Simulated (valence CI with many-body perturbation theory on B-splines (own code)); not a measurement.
**Energy levels of Ge¹⁷⁺**

Computed by configuration interaction combined with many-body perturbation theory (CI+MBPT): five valence electrons over a frozen Dirac-Fock core [Ne], radial functions for each j: 11 s, 11 p, 10 d, 8 f, 5 g, 2 h, with the one-electron correlation potential Σ1, the two-electron term Σ2, the three-electron term Σ3, Breit, model QED; selected CI, second order for the rest, scaled by the run's own slope (own B-spline code, finite nucleus).

No measured spectrum was set against this ion. As an estimate, levels of excited configurations hold to 0.05 to 0.15 % of their energy, terms of the ground configuration to about 0.5 %. Among the levels kept, up to 3300 cm⁻¹ of a level comes from second order outside the variational space, and about a tenth of that is noise between levels of different J, which matters for small intervals.

Levels 1 to 45 of 172, with energies above the lowest level, 3s²3p³ ⁴S°_3/2. "Leading %" is the weight of the configuration and term that name the level; weights of strongly mixed levels are sums over their largest components and can fall short, so below about 35 % the name and the second component can differ from the true leading terms, or belong to a minority configuration. In the jj column 3d3/2^4 stands for four electrons in 3d with j = 3/2.

```tsv
No.	Configuration	Term	J	E (cm⁻¹)	Leading %	Second component	Leading jj
1	3s²3p³	⁴S°	3/2	0	83	11 % 3s²3p³ ²P°	3s^2 3p1/2^2 3p3/2 (57 %)
2	3s²3p³	²D°	3/2	56431	72	15 % 3s²3p³ ²P°	3s^2 3p1/2 3p3/2^2 (63 %)
3	3s²3p³	²D°	5/2	73867	97		3s^2 3p1/2 3p3/2^2 (97 %)
4	3s²3p³	²P°	1/2	112690	96		3s^2 3p1/2 3p3/2^2 (96 %)
5	3s²3p³	²P°	3/2	142650	70	22 % 3s²3p³ ²D°	3s^2 3p3/2^3 (88 %)
6	3s3p⁴	⁴P	5/2	407360	85	9 % 3s²3p²3d ⁴P	3s 3p1/2^2 3p3/2^2 (75 %)
7	3s3p⁴	⁴P	3/2	436600	85	10 % 3s²3p²3d ⁴P	3s 3p1/2 3p3/2^3 (67 %)
8	3s3p⁴	⁴P	1/2	445970	83	10 % 3s²3p²3d ⁴P	3s 3p1/2^2 3p3/2^2 (37 %)
9	3s3p⁴	²D	3/2	505840	68	19 % 3s²3p²3d ²D	3s 3p1/2 3p3/2^3 (42 %)
10	3s3p⁴	²D	5/2	516410	73	19 % 3s²3p²3d ²D	3s 3p1/2 3p3/2^3 (67 %)
11	3s²3p²3d	²P	3/2	573480	48	38 % 3s3p⁴ ²P	3s 3p1/2 3p3/2^3 (37 %)
12	3s3p⁴	²S	1/2	579800	34	28 % 3s3p⁴ ²P	3s 3p1/2^2 3p3/2^2 (35 %)
13	3s²3p²3d	⁴F	3/2	602050	84	6 % 3s²3p²3d ⁴D	3s^2 3p1/2^2 3d3/2 (52 %)
14	3s²3p²3d	⁴F	5/2	614040	78	15 % 3s²3p²3d ⁴D	3s^2 3p1/2 3p3/2 3d3/2 (45 %)
15	3s3p⁴	²S	1/2	623350	40	22 % 3s²3p²3d ²P	3s 3p3/2^4 (39 %)
16	3s²3p²3d	²F	5/2	632840	74	14 % 3s²3p²3d ⁴D	3s^2 3p1/2 3p3/2 3d3/2 (74 %)
17	3s²3p²3d	⁴F	7/2	633320	87	9 % 3s²3p²3d ⁴D	3s^2 3p1/2 3p3/2 3d5/2 (69 %)
18	3s²3p²3d	²F	7/2	646140	52	40 % 3s²3p²3d ⁴D	3s^2 3p1/2 3p3/2 3d5/2 (53 %)
19	3s²3p²3d	⁴D	1/2	649060	81	8 % 3s3p⁴ ²P	3s^2 3p1/2 3p3/2 3d3/2 (57 %)
20	3s²3p²3d	⁴D	3/2	649190	84	8 % 3s²3p²3d ⁴F	3s^2 3p1/2 3p3/2 3d3/2 (47 %)
21	3s²3p²3d	⁴F	9/2	652220	88	10 % 3s²3p²3d ²G	3s^2 3p1/2 3p3/2 3d5/2 (64 %)
22	3s²3p²3d	⁴D	5/2	662620	61	22 % 3s²3p²3d ²F	3s^2 3p1/2 3p3/2 3d5/2 (56 %)
23	3s²3p²3d	⁴D	7/2	691380	47	35 % 3s²3p²3d ²F	3s^2 3p3/2^2 3d5/2 (76 %)
24	3s²3p²3d	²G	7/2	718740	83	11 % 3s²3p²3d ²F	3s^2 3p1/2 3p3/2 3d3/2 (33 %)
25	3s3p⁴	²P	3/2	719310	42	40 % 3s²3p²3d ²P	3s^2 3p1/2 3p3/2 3d5/2 (36 %)
26	3s²3p²3d	²G	9/2	731400	87	10 % 3s²3p²3d ⁴F	3s^2 3p3/2^2 3d5/2 (64 %)
27	3s²3p²3d	⁴P	5/2	731740	76	7 % 3s3p⁴ ⁴P	3s^2 3p1/2 3p3/2 3d5/2 (46 %)
28	3s²3p²3d	⁴P	3/2	740940	65	10 % 3s²3p²3d ²P	3s^2 3p1/2 3p3/2 3d3/2 (40 %)
29	3s²3p²3d	⁴P	1/2	745040	58	14 % 3s²3p²3d ²P	3s^2 3p1/2 3p3/2 3d3/2 (61 %)
30	3s²3p²3d	²D	3/2	757980	67	14 % 3s²3p²3d ⁴P	3s^2 3p1/2 3p3/2 3d5/2 (39 %)
31	3s²3p²3d	²P	1/2	760810	38	32 % 3s3p⁴ ²P	3s^2 3p3/2^2 3d3/2 (44 %)
32	3s²3p²3d	²D	5/2	783100	78	11 % 3s3p⁴ ²D	3s^2 3p3/2^2 3d5/2 (26 %)
33	3s²3p²3d	²D	3/2	799040	71	15 % 3s3p⁴ ²D	3s^2 3p3/2^2 3d3/2 (42 %)
34	3s²3p²3d	²D	5/2	806340	80	12 % 3s²3p²3d ²F	3s^2 3p3/2^2 3d5/2 (61 %)
35	3s²3p²3d	²P	1/2	812430	77	12 % 3s²3p²3d ²S	3s^2 3p1/2 3p3/2 3d5/2 (72 %)
36	3s²3p²3d	²F	5/2	817520	57	32 % 3s²3p²3d ²D	3s^2 3p1/2 3p3/2 3d3/2 (40 %)
37	3s²3p²3d	²F	7/2	835110	94		3s^2 3p1/2 3p3/2 3d5/2 (49 %)
38	3s²3p²3d	²P	3/2	839540	78	5 % 3s²3p²3d ²D	3s^2 3p3/2^2 3d5/2 (54 %)
39	3s²3p²3d	²S	1/2	843760	61	13 % 3s3p⁴ ²S	3s^2 3p3/2^2 3d5/2 (29 %)
40	3s²3p²3d	²D	3/2	876680	92		3s^2 3p3/2^2 3d3/2 (50 %)
41	3s²3p²3d	²D	5/2	877740	67	26 % 3s²3p²3d ²F	3s^2 3p3/2^2 3d5/2 (66 %)
42	3s3p³3d	⁶D°	1/2	924330	96		3s 3p1/2 3p3/2^2 3d3/2 (50 %)
43	3s3p³3d	⁶D°	3/2	925190	96		3s 3p1/2 3p3/2^2 3d3/2 (44 %)
44	3s3p³3d	⁶D°	5/2	926460	95		3s 3p1/2 3p3/2^2 3d3/2 (34 %)
45	3s3p³3d	⁶D°	7/2	928300	94		3s 3p1/2 3p3/2^2 3d5/2 (24 %)
```

Names give the largest LS component (configuration and term), which can be under half, so a name can repeat, a term be missing and a line seem to break the LS rules; names also repeat where a configuration has a term twice.

The ionisation energy to 3s²3p² ³P0 of the next ion comes out as 656.46 eV (NIST: 662.8 ± 1.9 eV (semi-empirical), further off than twice its uncertainty). All 172 levels together are meant to be complete up to 1558400 cm⁻¹.
